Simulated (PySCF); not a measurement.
# Se: electron affinity

Se⁻ [Ar] 3d10 4s2 4p5 (2P) → Se [Ar] 3d10 4s2 4p4 (3P), as a difference of total energies. Computed with PySCF 2.14 in aug-cc-pVQZ-PP with ECP10MDF, with a scalar-relativistic core potential. Correlated levels: valence: 3s2 3p6 3d10 frozen. The calculations carry no spin-orbit coupling.

| method | electron affinity (eV) |
| --- | --- |
| UHF | 0.925 |
| LDA | 2.332 |
| PBE | 2.086 |
| PBE0 | 2.006 |
| r2SCAN | 2.052 |
| LC-wPBE | 1.964 |
| BLYP | 2.066 |
| wB97X-V | 2.051 |
| revPBE | 2.015 |
| MP2 (valence) | 1.934 |
| SCS-MP2 (valence) | 1.945 |

Question: How much does correlation contribute at MP2 (valence)?

Answer: 1.934 − (0.925) = 1.009 eV, measured against UHF.

The reference lies between the lowest fine-structure levels, while these numbers refer to the centres of the terms.

Errors of the correlated levels include the incompleteness of this basis and the frozen core.

In the anion the highest occupied orbital energy is positive at LDA, PBE, PBE0, r2SCAN, BLYP, revPBE, a self-interaction effect; the basis confines that electron, and the energy difference can still be sensible.

For comparison: 2.021 eV (measured; photodetachment measurements, as compiled on the Wikipedia data page of electron affinities).
